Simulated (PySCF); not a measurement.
# ¹⁷O chemical shifts

Averaged over atoms made equivalent by symmetry, fast rotation or ring inversion, no relativistic terms, single conformer, isolated molecule. GIAO PBE0/pcSseg-1 shieldings; geometry from GFN2-xTB; PySCF 2.14.0 with density-fitted response routines.

Shieldings were converted by a linear fit to measured shifts: ¹⁷O: δ = 266.70 − 0.911σ (rms 10.7 ppm, 155 shifts, 12.2 ppm with the 3 outliers that the fit left out vs liquid water, solution or neat liquid). A few per cent of atoms miss by over 2 rms, more outside the fitted compound classes.

**Question.** Give the ¹⁷O shifts of `CO[C@H]1C(=O)OC=C1C#N`, `C#CC1=CC[C@H]1OC=O`, `CC#CC1=COC=CO1`, `CC1=CC(=O)C(=O)C=C1`, `CO[SiH2][Si]([SiH3])([SiH3])[SiH2]N`, `C#C[Si@@H](O)O/C=C\F`.

**Answer.** 
```csv
compound,environment,δ (ppm)
[CH3:1][O:2][C@H:3]1[C:4](=[O:5])[O:6][CH:7]=[C:8]1[C:9]#[N:10],O5: ester carbonyl oxygen,387.5
[CH3:1][O:2][C@H:3]1[C:4](=[O:5])[O:6][CH:7]=[C:8]1[C:9]#[N:10],O6: ester alkoxy oxygen,213.2
[CH3:1][O:2][C@H:3]1[C:4](=[O:5])[O:6][CH:7]=[C:8]1[C:9]#[N:10],O2: ether oxygen,-6.3
[CH:1]#[C:2][C:3]1=[CH:4][CH2:5][C@H:6]1[O:7][CH:8]=[O:9],O9: ester carbonyl oxygen,357.5
[CH:1]#[C:2][C:3]1=[CH:4][CH2:5][C@H:6]1[O:7][CH:8]=[O:9],O7: ester alkoxy oxygen,169.5
[CH3:1][C:2]#[C:3][C:4]1=[CH:5][O:6][CH:7]=[CH:8][O:9]1,O6: ether oxygen,71.4
[CH3:1][C:2]#[C:3][C:4]1=[CH:5][O:6][CH:7]=[CH:8][O:9]1,O9: ether oxygen,62.2
[CH3:1][C:2]1=[CH:3][C:4](=[O:5])[C:6](=[O:7])[CH:8]=[CH:9]1,O7: ketone oxygen,665.5
[CH3:1][C:2]1=[CH:3][C:4](=[O:5])[C:6](=[O:7])[CH:8]=[CH:9]1,O5: ketone oxygen,650.2
CO[SiH2][Si]([SiH3])([SiH3])[SiH2]N,"oxygen bonded to C, Si",-40.2
[CH:1]#[C:2][Si@@H:3]([OH:4])[O:5]/[CH:6]=[CH:7]\[F:8],"O5: oxygen bonded to C, Si",55.0
[CH:1]#[C:2][Si@@H:3]([OH:4])[O:5]/[CH:6]=[CH:7]\[F:8],"O4: oxygen bonded to Si, H",2.4
```

**Question.** Match the shifts 333.9, 250.9, 97.1, -41.6 ppm to `CC[SiH2]N[SiH2]c1ccco1`, `CN[Si@H]([SiH3])[SiH2][SiH2][SiH2]O`, `CCO/C(C)=C\[SiH2]F`, `NC(=O)C(F)(F)F`.

**Answer.** 333.9: NC(=O)C(F)(F)F (amide-type carbonyl oxygen); 250.9: CC[SiH2]N[SiH2]c1ccco1 (aromatic ring oxygen); 97.1: CCO/C(C)=C\[SiH2]F (ether oxygen); -41.6: CN[Si@H]([SiH3])[SiH2][SiH2][SiH2]O (oxygen bonded to Si, H).

In solution the two oxygens of a carboxylic acid give one averaged line by proton exchange, and hydrogen bonding shields acid and N–H amide carbonyl oxygens by tens of ppm; neither is in these numbers.
